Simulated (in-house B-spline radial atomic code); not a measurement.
# Functionals against ionisation energies along an isoelectronic series: Mg⁺ to Cl⁶⁺

Ionisation energies as differences of self-consistent total energies from an all-electron radial atomic-structure program (B-spline basis): all electrons, radial basis limit, scalar-relativistic (one-electron X2C), spin-polarised at highest spin, spherical densities; exact exchange is averaged over the determinants of each configuration. No spin-orbit coupling, Breit or QED terms. NIST's values run from ground level to ground level, so in open shells the differences also hold multiplet and fine-structure energies that spherical high-spin averages miss. Columns give computed minus NIST, in eV; a star marks a semi-empirical value. Species are left out where the tabulated value is theory, is uncertain by more than 0.12 eV, or (13 ions, such as In⁴⁺, Te⁴⁺ and Bi⁴⁺) lies off its series for all methods alike, which flatters the means a little.

| species | shell | NIST (eV) | LDA VWN5 | BLYP | TPSS | r2SCAN0 |
| --- | --- | --- | --- | --- | --- | --- |
| Mg⁺ | 3s | 15.04 | +0.34 | +0.43 | +0.07 | +0.03 |
| Al²⁺ | 3s | 28.45 | +0.42 | +0.62 | +0.11 | +0.01 |
| Si³⁺ | 3s | 45.14 | ? | ? | ? | ? |
| P⁴⁺ | 3s | 65.03 | +0.56 | +0.95 | +0.21 | -0.02 |
| S⁵⁺ | 3s | 88.05 | +0.63 | +1.10 | +0.27 | -0.04 |
| Cl⁶⁺ | 3s | 114.20 | +0.69 | +1.25 | +0.33 | -0.06 |

Question: What are the differences for Si³⁺ ([Ne] 3s1)?

Answer: LDA VWN5 +0.50; BLYP +0.79; TPSS +0.16; r2SCAN0 -0.01 eV.

Question: How do the methods rank, and which species is hardest?

Answer: Mean absolute (signed) differences: r2SCAN0 0.03 (-0.02) eV; TPSS 0.19 (+0.19) eV; LDA VWN5 0.52 (+0.52) eV; BLYP 0.86 (+0.86) eV. For Cl⁶⁺, which loses a 3s electron, the nearest method is off by -0.06 eV, the largest such miss.
